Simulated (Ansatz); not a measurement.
`NC(=S)[O][AlH2]` → Al• + C• + 4 H• + N• + O• + S•  (atomization)

Program: Ansatz. Geometries: PBE0-D4/def2-TZVP. ΔE: electronic, gas phase. CBS: MP2 limit from def2 TZ/QZ plus the TZ coupled-cluster correction, frozen cores. This one scheme is used for every species, atoms too. DFT in def2-TZVPP. Open shells (•) are unrestricted, without spin–orbit coupling. Spin–orbit coupling would lower the free atoms: a little for Al, C, O, S. One conformer a species, not always the lowest.

(1) What is ΔE at CCSD(T)/CBS? (Estimate.)

(2) What do these levels give: PBE-D4, r2SCAN-D4, ωB97X-V, B2PLYP, PBE, r2SCAN, PBE0, MP2/def2-TZVPP, SCS-MP2/def2-TZVPP, HF/def2-QZVPP, SCS-MP2/def2-QZVPP, HF/CBS(def2)? (An estimate is asked.)

Largest T1 diagnostic among the species: 0.018.

## Answers

(1) Computed: +3171.4 kJ/mol.

(2) Ansatz gave: PBE-D4 3273.2, r2SCAN-D4 3193.2, ωB97X-V 3195.1, B2PLYP 3138.0, PBE 3252.8, r2SCAN 3188.3, PBE0 3158.2, MP2/def2-TZVPP 3145.2, SCS-MP2/def2-TZVPP 3121.4, HF/def2-QZVPP 2132.8, SCS-MP2/def2-QZVPP 3196.4, HF/CBS(def2) 2134.0 kJ/mol.

From PBE to PBE0 (25 % exact exchange), in def2-TZVPP and without D4, ΔE moves by −94.5 kJ/mol: exact exchange takes away binding that semilocal exchange gives to molecules. In def2-TZVPP, CCSD(T) changes the Hartree–Fock value by +934.7 kJ/mol (the triples alone add +68.7 kJ/mol) and MP2 by +1020.4 kJ/mol; breaking electron pairs costs correlation energy, which Hartree–Fock lacks. The D4 term adds +33.2 kJ/mol with B3LYP and +17.3 kJ/mol with PBE0; it sums over pairs of atoms, weighted by their polarisabilities, and B3LYP, whose exchange is more repulsive, gets the larger term.

B3LYP here is the variant with VWN-RPA as its local correlation; programs differ in this.

For atomizations the MP2-based limit and the directly extrapolated one differ by several kJ/mol either way, and by 10 to 25 for some Ge, Se and Sn compounds, so smaller differences from it don't rank the levels.
